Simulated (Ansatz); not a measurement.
Two isomers of C2H7NOSi: A = `CN(C)[Si]O`, B = `N[Si]1(O)CC1`.

Gas-phase electronic energies from Ansatz, PBE0-D4/def2-TZVP geometries. CCSD(T)/CBS is the MP2 limit (def2-TZVPP, def2-QZVPP) plus CCSD(T) − MP2 in def2-TZVPP, frozen cores. Functionals use def2-TZVPP. B3LYP here is the variant with VWN-RPA as its local correlation; programs differ in this. One conformer a species, not always the lowest.

A:

```xyz
12

C     0.570    0.823   -0.511
N    -0.178   -0.225    0.135
C    -1.608   -0.029    0.032
Si    0.369   -1.626    0.983
O     2.020   -1.534    0.923
H     1.646    0.656   -0.439
H     0.357    1.801   -0.060
H     0.320    0.889   -1.578
H    -1.917    0.913    0.501
H    -2.132   -0.847    0.535
H    -1.934   -0.008   -1.015
H     2.486   -0.812    0.494
```

B:

```xyz
12

N     1.4191   -0.1151    1.2457
Si    0.0859   -0.4328    0.2317
O    -0.4803   -1.9510    0.4812
C    -0.2027    0.2398   -1.4300
C    -1.0075    0.9400   -0.2436
H     2.2649   -0.6586    1.1842
H     1.6041    0.8288    1.5421
H    -0.5640   -2.2123    1.4006
H     0.5348    0.8745   -1.9127
H    -0.8210   -0.2878   -2.1505
H    -0.7503    1.9799   -0.0609
H    -2.0830    0.7946   -0.2877
```

**Question.** Which is lower in electronic energy at CCSD(T)/CBS, and by how much? (An estimate is asked.)

**Answer.** The calculation gave: B, by 10.1 kcal/mol.

**Question.** Give E(B) − E(A) in kcal/mol with r2SCAN-D4, B3LYP, MP2/def2-TZVPP, B2PLYP, BLYP-D4, HF/def2-TZVPP, B3LYP-D4. (An estimate is asked.)

**Answer.** Computed: r2SCAN-D4 -12.9, B3LYP -6.8, MP2/def2-TZVPP -11.9, B2PLYP -8.4, BLYP-D4 -2.9, HF/def2-TZVPP -9.5, B3LYP-D4 -6.1. None reverses the order clearly.

**Question.** Does the order hold for the free energy at 298.15 K (harmonic terms from PBE0-D4)? (Best estimate.)

**Answer.** Computed: Yes: G(B) − G(A) = -10.8 kcal/mol, for one conformer each. Modes under 60 cm⁻¹, often nearly free rotors, make the harmonic entropy too high.

Largest T1 diagnostic: 0.013.

From BLYP to BHLYP (50 % exact exchange), in def2-TZVPP and without D4, E(B) − E(A) moves by −5.1 kcal/mol. Leaving LDA and LC-ωPBE aside and taking each functional with its dispersion term where it has one, the values, not all of them listed here, spread over 11.0 kcal/mol, from r2SCAN0-D4 to BLYP-D4.
